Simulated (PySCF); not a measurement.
## Basis and Hamiltonian dependence of the excitation energy of Co⁺

Co⁺ [Ar] 3d8 (3F) → Co⁺ [Ar] 3d7 4s1, s spin flipped. All values are computed (PySCF 2.14, energy differences of UHF-based or UKS calculations, no spin-orbit coupling). Values in eV.

```
                                                                   basis       Hamiltonian  functions     UHF    LDA   PBE0  MP2 (valence)
                                                            ANO-RCC-VTZP     spin-free X2C         59  -0.551  1.221  0.900          1.448
       x2c-TZVPPall with one added diffuse shell each of s, p, d, f type     spin-free X2C         80  -0.887  1.446  0.917          1.114
                                                          aug-cc-pVTZ-DK     spin-free X2C         93  -0.894  1.465  0.922          1.133
                                                             aug-cc-pVTZ  non-relativistic         93  -0.567  1.815  1.264          1.467
                                                             def2-QZVPPD  non-relativistic        100  -0.572  1.807  1.265          1.472
                                                              dyall-av2z  non-relativistic        101  -0.565  1.802  1.267          1.350
                                                            x2c-QZVPPall     spin-free X2C        103  -0.899  1.459  0.925          1.142
aug-cc-pwCVTZ-DK with one added diffuse shell each of s, p, d, f, g type     spin-free X2C        152  -0.901  1.456  0.919          1.167
```

Frozen in the all-electron rows: valence: [Ar].

At MP2 (valence), ANO-RCC-VTZP lies more than 0.3 eV from the median of the rows with comparable relativity. Of these, ANO-RCC-VTZP has no diffuse functions of the l that the added or promoted electron needs.

In the upper determinant the s electron has its spin opposite to the other open shell, which mixes two multiplicities. Non-relativistic rows lack the scalar-relativistic shift.
